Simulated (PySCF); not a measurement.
# Basis and Hamiltonian dependence of the ionisation energy of Ir

Ir [Xe] 4f14 5d7 6s2 (4F) → Ir⁺ [Xe] 4f14 5d7 6s1 (5F). Calculated with PySCF 2.14 from differences of total energies of unrestricted determinants, without spin-orbit coupling. Values in eV.

| basis | Hamiltonian | functions | UHF | LDA | PBE0 | MP2 (valence) | CCSD(T) (valence) | CCSD(T) (valence and next inner shell) |
| --- | --- | --- | --- | --- | --- | --- | --- | --- |
| def2-SVP with the def2 core potential (60 electrons) | ECP | 32 | 7.037 | n/a | n/a | 8.240 | n/a | n/a |
| def2-TZVP with the def2 core potential (60 electrons) | ECP | 40 | 7.025 | 9.338 | n/a | 8.328 | n/a | n/a |
| aug-cc-pVDZ-PP with ECP60MDF | ECP | 54 | 7.077 | 9.414 | 8.696 | 8.640 | 8.699 | n/a |
| def2-TZVPPD with the def2 core potential (60 electrons) | ECP | 59 | 7.023 | 9.337 | 8.627 | 8.504 | 8.537 | 8.647 |
| cc-pVTZ-PP with ECP60MDF | ECP | 63 | 7.032 | n/a | n/a | 8.614 | n/a | n/a |
| x2c-SVPall | spin-free X2C | 66 | 7.076 | 9.447 | 8.741 | 8.059 | n/a | n/a |
| aug-cc-pwCVDZ-PP with ECP60MDF | ECP | 70 | 7.031 | 9.355 | 8.641 | 8.596 | 8.647 | 8.769 |
| ANO-RCC-VTZP | spin-free X2C | 84 | 7.035 | 9.439 | 8.703 | 8.613 | 8.694 | 8.793 |
| def2-QZVPPD with the def2 core potential (60 electrons) | ECP | 88 | 7.024 | 9.336 | 8.626 | 8.649 | 8.696 | n/a |
| aug-cc-pVTZ-PP with ECP60MDF | ECP | 88 | 7.033 | 9.349 | 8.636 | 8.701 | 8.752 | n/a |
| x2c-TZVPPall | spin-free X2C | 97 | 7.062 | 9.439 | 8.728 | 8.610 | 8.692 | 8.792 |
| x2c-TZVPPall with one added diffuse shell each of s, p, d, f type | spin-free X2C | 113 | 7.061 | 9.436 | 8.725 | 8.651 | 8.730 | n/a |
| aug-cc-pVTZ-PP with one added diffuse shell each of s, p, d, f, g type with ECP60MDF | ECP | 113 | 7.033 | 9.349 | 8.637 | 8.709 | n/a | n/a |
| aug-cc-pwCVTZ-PP with ECP60MDF | ECP | 122 | 7.029 | 9.349 | 8.637 | 8.704 | n/a | 8.867 |

Frozen in the all-electron rows: valence: [Xe] 4f14; valence and next inner shell: [Kr] 4d10 4f14; with a core potential, the same shells as far as they lie outside it.

Reference for a calculation without spin-orbit coupling: 8.926 eV (measured, between term centres; NIST).
